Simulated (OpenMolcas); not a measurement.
Hf: effect of the active space

```json
{
  "Program": "OpenMolcas",
  "Method": "MS-CASPT2 or its RAS form, IPEA 0.25 Eh, imaginary shift 0.1 Eh",
  "Basis": "ANO-RCC-VTZP",
  "Scalar Hamiltonian": "DKH2, point nucleus",
  "Spin-orbit coupling": "RASSI with atomic mean-field integrals over the reference wave functions, term energies averaged over their components"
}
```

A. 4 electrons in 6 orbitals (5d 6s); 2S+1 = 5 even, 15 roots (10 in the spin-orbit step); 2S+1 = 3 even, 55 roots; 2S+1 = 1 even, 50 roots; closed shells correlated: 5s 5p; CASPT2 step about 80 core-seconds
B. 4 electrons in 9 orbitals (RAS2 5d 6s; RAS3 6p, at most 2 electrons); 2S+1 = 3 even, 55 roots; 2S+1 = 5 even, 10 roots kept (CI in the orbitals of an earlier block); 2S+1 = 1 even, 50 roots kept (CI in the orbitals of an earlier block, 43 in the spin-orbit step); 2S+1 = 3 odd, 72 roots (47 in the spin-orbit step); 2S+1 = 5 odd, 30 roots kept (CI in the orbitals of an earlier block); 2S+1 = 1 odd, 28 roots kept (CI in the orbitals of an earlier block); closed shells correlated: 5s 5p; CASPT2 step of the order of 7 core-minutes

Energies in cm-1 above 5d2 6s2 3F2, the measured ground level; measured values from NIST Handbook of Basic Atomic Spectroscopic Data.

```csv
Level,A,B,Measured
5d2 6s2 3F2,0.0,0.0,0.0
5d2 6s2 3F3,2430,2300,2357
5d2 6s2 3P0,3940,5190,5522
5d2 6s2 3F4,4560,4430,4568
5d2 6s2 3P1,5040,6180,6573
5d2 6s2 1G4,10660,10980,10533
5d3 6s 5F1,12620,12870,
5d3 6s 5F2,13310,13630,
5d3 6s 5F3,14290,14700,
5d3 6s 5F4,15460,15960,
5d3 6s 5F5,16670,17240,
5d2 6s2 1S0,20130,21520,20328
5d3 6s 5P1,20570,20300,
5d3 6s 5P2,20760,20480,
5d3 6s 5P3,22220,21770,
5d3 6s 3G3,22890,23110,
5d3 6s 3F2(1) [66 %],23280,23370,
5d3 6s 3G4,23380,23580,
5d3 6s 3D1 [70 %],24090,23820,
5d3 6s 3G5 [70 %],24380,24640,
5d3 6s 3F3(1) [56 %],25380,25490,
5d3 6s 3D2 [58 %],25490,25370,
5d3 6s 3P0(1),25710,25770,
5d3 6s 3H4 [65 %],26410,26570,
```

Deviations, from unrounded energies. A percentage is the sum of absolute deviations over the sum of measured energies, with the sign that they share, or ± where signs differ.

```csv
Against measurement,Levels,A,B
mean absolute deviation (cm-1),6,590,430
fine structure of the ground term (%),2,±1.2,-2.8
other terms of the ground configuration (%),4,±8.0,±5.5
```

B lies closest to measurement on these levels. The largest miss of B in the table is 5d2 6s2 1S0, by +1200 cm-1. The ranking rests on the paired levels alone, and a cruder setting can come out closer through cancelling errors.

The two smallest mean deviations differ by little beside CASPT2's spread within terms, so their order carries little weight.

Between A and B the level of the table that moves most is 5d2 6s2 1S0, by 1400 cm-1 (lowest in A, highest in B). Moves below CASPT2's spread within the term are not significant.

CASPT2 does not keep the components of a term degenerate, so their means are used; among the terms shown or strongly mixed into the levels shown the widest spread is 1100 cm-1 (5d3 6s 3F(1), A). Over all roots computed the reference weight is 0.85 to 0.93 in A; the roots of lowest weight are the least certain, and an intruder state may touch them. Some high roots are left out of the spin-orbit mixing, which shifts the levels that they would mix with. A single d shell beside an s shell can misplace configurations of different d count against each other. The CASPT2 spread within a term exceeds the gap to the next term for 5d3 6s 3D and 5d3 6s 3F(1), 5d3 6s 3H and 5d3 6s 3P(1), so the order of their levels is uncertain, and so are names and mixing where such terms share a J (figures for A; the like holds for B). Some terms miss by over 15 % even with CASPT2, which points to a basis or an active space too small for the shells correlated (holds for A). Terms from blocks run as CI alone lack orbitals of their own (holds for B). Computed and measured levels are paired by configuration, term and J; levels that our copy of the source lacks, or whose pairing is in doubt (as where it misses far off the trend of its configuration), stay unpaired and out of the deviations. Only configurations of the active space appear. The table leaves out levels that lie high or whose names do not pair safely across all columns.

A share in square brackets marks a mixed level and gives the weight of the term that names it, the lowest over the columns. A number in round brackets counts repeated terms of one configuration in the order of the reference energies.
